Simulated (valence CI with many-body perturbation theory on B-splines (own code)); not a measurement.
## Level structure of Tl⁵⁰⁺

Calculated by configuration interaction combined with many-body perturbation theory (CI+MBPT): three valence electrons over a frozen Dirac-Fock core [Ar] 3d10, a basis of 11 s, 11 p, 10 d, 8 f, 5 g, 2 h functions for each j, with the one-electron correlation potential Σ1 (screened to all orders), the two-electron term Σ2, the three-electron term Σ3, Breit, model QED; selected single and double excitations, second order for the rest, scaled by the run's own slope (own B-spline code, finite nucleus).

No measured spectrum was set against this ion. As an estimate, large intervals hold to a few tenths of a per cent, small ones and those within an open d or f shell to about a per cent.

Levels 46 to 90 of 174, with energies above the lowest level, (4s^2 4p1/2) J=1/2. "Leading %" is the weight of the configuration and term that name the level; weights of strongly mixed levels are sums over their largest components and can fall short, so below about 35 % the name and the second component can differ from the true leading terms, or belong to a minority configuration. In the jj column 3d3/2^4 stands for four electrons in 3d with j = 3/2.

| No. | Configuration | Term | J | E (Ry) | Leading % | g | Leading jj |
| --- | --- | --- | --- | --- | --- | --- | --- |
| 46 | 4s4p4f | ⁴D | 7/2 | 50.210 | 34 | 1.204 | 4s 4p1/2 4f7/2 (96 %) |
| 47 | 4s4p4f | ²D | 5/2 | 50.225 | 25 | 1.040 | 4s 4p1/2 4f5/2 (95 %) |
| 48 | 4s4p4f | ⁴F | 3/2 | 50.297 | 52 | 0.635 | 4s 4p1/2 4f5/2 (97 %) |
| 49 | 4s4p4f | ²G | 9/2 | 50.763 | 36 | 1.191 | 4s 4p1/2 4f7/2 (98 %) |
| 50 | 4s4p4f | ²G | 7/2 | 50.924 | 38 | 1.081 | 4s 4p1/2 4f7/2 (95 %) |
| 51 | 4s4p4f | ²D | 5/2 | 51.021 | 36 | 1.056 | 4s 4p1/2 4f7/2 (92 %) |
| 52 | 4p²4d | ²F | 5/2 | 52.854 | 52 | 0.946 | 4p1/2 4p3/2 4d3/2 (94 %) |
| 53 | 4p²4d | ⁴F | 3/2 | 53.017 | 40 | 0.911 | 4p1/2 4p3/2 4d3/2 (98 %) |
| 54 | 4p²4d | ⁴D | 1/2 | 53.039 | 81 | 0.163 | 4p1/2 4p3/2 4d3/2 (99 %) |
| 55 | 4p³ | ²P° | 3/2 | 53.274 | 50 | 1.283 | 4p3/2^3 (94 %) |
| 56 | 4p²4d | ²G | 7/2 | 53.540 | 43 | 1.043 | 4p1/2 4p3/2 4d3/2 (86 %) |
| 57 | 4p²4d | ²D | 3/2 | 54.388 | 41 | 1.149 | 4p1/2 4p3/2 4d3/2 (94 %) |
| 58 | 4p²4d | ⁴P | 1/2 | 54.563 | 36 | 1.746 | 4p1/2 4p3/2 4d3/2 (95 %) |
| 59 | 4p²4d | ²D | 5/2 | 54.578 | 31 | 1.194 | 4p1/2 4p3/2 4d3/2 (83 %) |
| 60 | 4p²4d | ⁴D | 7/2 | 55.453 | 47 | 1.306 | 4p1/2 4p3/2 4d5/2 (98 %) |
| 61 | 4p²4d | ²G | 9/2 | 55.723 | 61 | 1.181 | 4p1/2 4p3/2 4d5/2 (94 %) |
| 62 | 4p²4d | ²P | 3/2 | 55.959 | 49 | 1.365 | 4p1/2 4p3/2 4d5/2 (96 %) |
| 63 | 4p²4d | ²D | 5/2 | 56.069 | 40 | 1.128 | 4p1/2 4p3/2 4d5/2 (94 %) |
| 64 | 4p²4d | ²F | 7/2 | 56.920 | 55 | 1.102 | 4p1/2 4p3/2 4d5/2 (87 %) |
| 65 | 4p²4d | ⁴P | 5/2 | 57.022 | 32 | 1.226 | 4p1/2 4p3/2 4d5/2 (88 %) |
| 66 | 4p²4d | ²D | 3/2 | 57.170 | 61 | 0.912 | 4p1/2 4p3/2 4d5/2 (94 %) |
| 67 | 4p²4d | ²P | 1/2 | 57.220 | 56 | 1.171 | 4p1/2 4p3/2 4d5/2 (95 %) |
| 68 | 4s4d² | ⁴F | 3/2 | 58.082 | 79 | 0.494 | 4s 4d3/2^2 (94 %) |
| 69 | 4s4d² | ⁴F | 5/2 | 58.532 | 54 | 1.067 | 4s 4d3/2^2 (86 %) |
| 70 | 4s4d² | ⁴P | 1/2 | 59.063 | 64 | 2.316 | 4s 4d3/2^2 (90 %) |
| 71 | 4p²4f | ²F° | 5/2 | 59.109 | 39 | 0.845 | 4p1/2^2 4f5/2 (98 %) |
| 72 | 4p²4f | ²F° | 7/2 | 59.942 | 35 | 1.138 | 4p1/2^2 4f7/2 (98 %) |
| 73 | 4s4d² | ⁴F | 7/2 | 60.177 | 63 | 1.170 | 4s 4d3/2 4d5/2 (72 %) |
| 74 | 4s4d² | ⁴F | 5/2 | 60.388 | 30 | 1.176 | 4s 4d3/2 4d5/2 (74 %) |
| 75 | 4s4d² | ²G | 9/2 | 60.476 | 42 | 1.164 | 4s 4d3/2 4d5/2 (58 %) |
| 76 | 4s4d² | ⁴P | 3/2 | 60.654 | 70 | 1.422 | 4s 4d3/2 4d5/2 (90 %) |
| 77 | 4s4d² | ²G | 7/2 | 60.872 | 42 | 1.010 | 4s 4d3/2 4d5/2 (65 %) |
| 78 | 4s4d² | ⁴P | 3/2 | 61.110 | 25 | 1.114 | 4s 4d3/2 4d5/2 (52 %) |
| 79 | 4s4d² | ⁴P | 5/2 | 61.181 | 33 | 1.175 | 4s 4d3/2 4d5/2 (60 %) |
| 80 | 4s4p4f | ⁴F | 7/2 | 61.337 | 33 | 1.104 | 4s 4p3/2 4f5/2 (68 %) |
| 81 | 4s4p4f | ⁴D | 1/2 | 61.505 | 90 | 0.126 | 4s 4p3/2 4f5/2 (90 %) |
| 82 | 4s4d² | ²F | 5/2 | 61.510 | 32 | 1.024 | 4s 4p3/2 4f5/2 (50 %) |
| 83 | 4s4p4f | ⁴F | 9/2 | 61.517 | 59 | 1.252 | 4s 4p3/2 4f7/2 (76 %) |
| 84 | 4s4p4f | ⁴D | 3/2 | 61.630 | 56 | 1.038 | 4s 4p3/2 4f5/2 (58 %) |
| 85 | 4s4p4f | ⁴G | 11/2 | 61.751 | 100 | 1.267 | 4s 4p3/2 4f7/2 (100 %) |
| 86 | 4s4d² | ²P | 1/2 | 61.762 | 57 | 1.093 | 4s 4d3/2 4d5/2 (76 %) |
| 87 | 4s4p4f | ²F | 7/2 | 61.823 | 33 | 1.187 | 4s 4p3/2 4f7/2 (80 %) |
| 88 | 4s4d² | ⁴F | 9/2 | 62.084 | 56 | 1.238 | 4s 4p3/2 4f5/2 (40 %) |
| 89 | 4s4p4f | ²F | 5/2 | 62.150 | 45 | 1.049 | 4s 4p3/2 4f7/2 (80 %) |
| 90 | 4s4p4f | ²F | 5/2 | 62.589 | 48 | 0.997 | 4s 4p3/2 4f5/2 (68 %) |
